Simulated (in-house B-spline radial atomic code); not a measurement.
## Sn⁺: [Kr] 4d10 5s2 5p1

Level of theory: non-relativistic OLYP, spin-polarised, spherical fractional occupations, point nucleus; calculated with an all-electron radial atomic-structure program (B-spline basis).

Screening seen three ways: the hydrogenic charge with the same mean radius, Z_r = [3n² - l(l+1)]/(2<r>), the one with the same energy, Z_e = n√(-2ε), and Slater's rules. Values are occupation-weighted means over spin.

```json
{"shell": "1s", "electrons": "2", "ε (eV)": "-27977", "<r> (bohr)": "0.03043", "Z_r": "49.30", "Z_e": "45.35", "Slater": "49.70"}
{"shell": "2s", "electrons": "2", "ε (eV)": "-4138.2", "<r> (bohr)": "0.1314", "Z_r": "45.65", "Z_e": "34.88", "Slater": "45.85"}
{"shell": "2p", "electrons": "6", "ε (eV)": "-3872.1", "<r> (bohr)": "0.1121", "Z_r": "44.61", "Z_e": "33.74", "Slater": "45.85"}
{"shell": "3s", "electrons": "2", "ε (eV)": "-802.88", "<r> (bohr)": "0.3524", "Z_r": "38.31", "Z_e": "23.05", "Slater": "38.75"}
{"shell": "3p", "electrons": "6", "ε (eV)": "-693.19", "<r> (bohr)": "0.3434", "Z_r": "36.41", "Z_e": "21.41", "Slater": "38.75"}
{"shell": "3d", "electrons": "10", "ε (eV)": "-489.99", "<r> (bohr)": "0.3142", "Z_r": "33.41", "Z_e": "18.00", "Slater": "28.85"}
{"shell": "4s", "electrons": "2", "ε (eV)": "-132.3", "<r> (bohr)": "0.8485", "Z_r": "28.29", "Z_e": "12.47", "Slater": "22.25"}
{"shell": "4p", "electrons": "6", "ε (eV)": "-95.804", "<r> (bohr)": "0.8979", "Z_r": "25.62", "Z_e": "10.61", "Slater": "22.25"}
{"shell": "4d", "electrons": "10", "ε (eV)": "-35.43", "<r> (bohr)": "1.081", "Z_r": "19.43", "Z_e": "6.45", "Slater": "10.85"}
{"shell": "5s", "electrons": "2", "ε (eV)": "-16.578", "<r> (bohr)": "2.4", "Z_r": "15.62", "Z_e": "5.52", "Slater": "6.00"}
{"shell": "5p", "electrons": "1", "ε (eV)": "-10.416", "<r> (bohr)": "2.918", "Z_r": "12.51", "Z_e": "4.37", "Slater": "6.00"}
```

The least bound orbital is 5p up at -10.42 eV, and it is also the most diffuse (<r> = 2.918 bohr).
